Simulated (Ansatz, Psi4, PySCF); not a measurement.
indium atom (In), doublet (all electrons, no relativity) (in this run its highest filled SCF level lies above zero, so its values depend strongly on the basis, on diffuse functions most of all). Base run: PBE/STO-3G in PySCF.

Here is a job for PySCF.
```python
from pyscf import gto, scf, dft

mol = gto.Mole()
mol.atom = '''
    In    0.00000000    0.00000000    0.00000000
'''
mol.basis = 'sto-3g'
mol.spin = 1
mol.verbose = 4
mol.build()

mf = dft.UKS(mol)
mf.xc = 'pbe'
mf.kernel()
```

The same geometry, method and basis name were run in Ansatz (a quantum-chemistry and plane-wave program) and Psi4 and PySCF, at each program's defaults and at the settings that a row names. The base is PySCF at its defaults. Differences at the defaults can come from grids, fitting, cores and function types together.

```csv
code and settings,ΔE vs base (µEh),basis functions,E (Eh),SCF cycles
"PySCF, defaults (exact integrals, its default grid, spherical functions)",0.0,27,-5684.11092,4
"Ansatz, defaults (factorised integrals, its default grid, spherical functions)",-2.5,27,-5684.11092,-
"PySCF, fine grid",0.2,27,-5684.11092,4
"Psi4, exact integrals, spherical functions, fine grid",74.0,27,-5684.11085,7
"Ansatz, high accuracy",-2.6,27,-5684.11092,-
```

Open shells are given as the SCF converged; they aren't shown to be the lowest states, and a large step between rows can be another state.
